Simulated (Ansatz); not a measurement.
# Abstraction of H: CHF3S + Ge(SH)3 → CSF3 + GeH(SH)3

Species: CHF3S (trifluoromethanethiol) `FC(F)(F)S`, singlet; Ge(SH)3, doublet; CSF3 `FC(F)(F)[S]`, doublet; GeH(SH)3, singlet. A radical takes H: the energy is the difference in strength between the S–H bond broken and the Ge–H bond made.

Shapes, held fixed at every level: PBE0-D4/def2-TZVP. Flexible molecules stand in one conformer, not always the lowest. Programs: Ansatz 0.2.0. Electronic energies: no zero-point or thermal term.

Task: Estimate ΔE of this reaction.

Result: The highest level, CCSD(T)/def2-TZVPP, gives ΔE = +46.2 kJ/mol; the levels span +14.3 to +65.5. The column of differences is taken from that level and isn't an error. No measured value is set beside it here. Open shells run unrestricted. Relativity is left out for Ge. Outer-core shells of Ge are correlated, in sets that cover them unevenly.

| level | kind | ΔE (kJ/mol) | less CCSD(T)/def2-TZVPP |
| --- | --- | --- | --- |
| MP2/def2-TZVPP | perturbation theory | +50.7 | +4.5 |
| HF/def2-TZVPP | Hartree–Fock | +14.3 | -31.9 |
| r2SCAN-D4/def2-TZVPP | meta-GGA | +65.4 | +19.2 |
| B3LYP-D4/def2-TZVPP | global hybrid | +65.5 | +19.3 |
| wB97M-V/def2-TZVPP | range-separated hybrid | +60.5 | +14.3 |
| CCSD/def2-TZVPP | coupled cluster or CI | +40.3 | -5.9 |
| CCSD(T)/def2-TZVPP | coupled cluster or CI | +46.2 | 0.0 |
